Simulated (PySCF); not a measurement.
**Where the electron goes**

Compound: C₅H₇NO₃.
Atom-mapped SMILES: `[CH3:1][O:2][C:3](=[O:4])[C@H:5]([C:6]#[N:7])[O:8][CH3:9]` (hydrogens: H10, H11, H12 on C1; H13 on C5; H14, H15, H16 on C9)

Geometry (GFN2-xTB, Å), atoms numbered from 1 in this order:
```
atom  x, y, z in Å
C1     2.651    0.815    0.296
O2     1.524   -0.016    0.562
C3     0.469    0.152   -0.232
O4     0.383    0.962   -1.108
C5    -0.636   -0.859    0.153
C6    -0.099   -2.181   -0.121
N7     0.348   -3.209   -0.339
O8    -1.828   -0.686   -0.561
C9    -2.552    0.473   -0.212
H10    2.386    1.865    0.429
H11    3.416    0.518    1.008
H12    2.998    0.662   -0.727
H13   -0.799   -0.777    1.245
H14   -2.798    0.478    0.857
H15   -3.468    0.429   -0.796
H16   -2.002    1.384   -0.464
```

Method used: PySCF, TDDFT PBE0/def2-SVPD, vertical, gas phase, core orbitals frozen in the response.

Kohn–Sham orbitals with the atoms that hold most of them (Löwdin shares over 4%, at most four atoms; ? is withheld):

| orbital | ε (eV) | atoms |
| --- | --- | --- |
| LUMO+2 | 0.50 | C1 15%, C6 12%, N7 12%, O2 10% |
| LUMO+1 | -0.15 | N7 19%, C6 19%, C5 15%, H13 9% |
| LUMO | ? | C3 30%, O4 26%, O2 12%, C5 8% |
| HOMO | -8.27 | ? |
| HOMO-1 | -9.15 | ? |
| HOMO-2 | -9.62 | O2 40%, O4 25%, C1 10%, C3 6% |
| HOMO-3 | -10.00 | N7 27%, O8 22%, C6 21%, C5 9% |

Problem. Which atoms hold the HOMO-1, and with what shares?

Solution. O4 (bonded to C) 38%; O8 (bonded to 2 C) 22%; O2 (bonded to 2 C) 10%; N7 (bonded to C) 6%. By element: oxygen 70%, nitrogen 6%.

Problem. Which atoms hold the HOMO, and with what shares?

Solution. O8 (bonded to 2 C) 37%; O4 (bonded to C) 19%; C5 (bonded to 2 C, O and H) 9%; C9 (bonded to O and 3 H) 8%. By element: oxygen 56% or more, carbon 17% or more.

Problem. What is the LUMO energy, and the HOMO–LUMO gap?

Solution. ε(LUMO) = -0.79 eV; the gap is 7.48 eV (0.2749 hartree).

Problem. The HOMO–LUMO gap is 7.48 eV. Where does the response calculation put the lowest singlet, and from which orbitals?

Solution. S1 is at 5.68 eV (f = 0.0042), 1.80 eV below the gap, made of HOMO→LUMO (76%), HOMO-1→LUMO (18%). 

Problem. One configuration dominates each of S1 and S3. Which, and how do the shares of the two leading atoms of either orbital change from the occupied to the empty one?

Solution. 
- S1 (5.68 eV, f 0.0042), HOMO→LUMO (76%): O8 37% → at most 9%, O4 19% → 26%, C3 at most 9% → 30%
- S3 (6.76 eV, f 0.0091), HOMO→LUMO+1 (74%): O8 37% → at most 10%, O4 19% → at most 10%, N7 at most 9% → 19%, C6 at most 9% → 19%

Löwdin shares depend on the basis, the more so with diffuse functions.

On an Arm Neoverse V2 with one thread, no GPU, shared host with 32 logical CPUs at a one-minute load of 24, this took 57 s of wall time and 0.95 GiB of memory at its peak.

One conformer stands for the species.
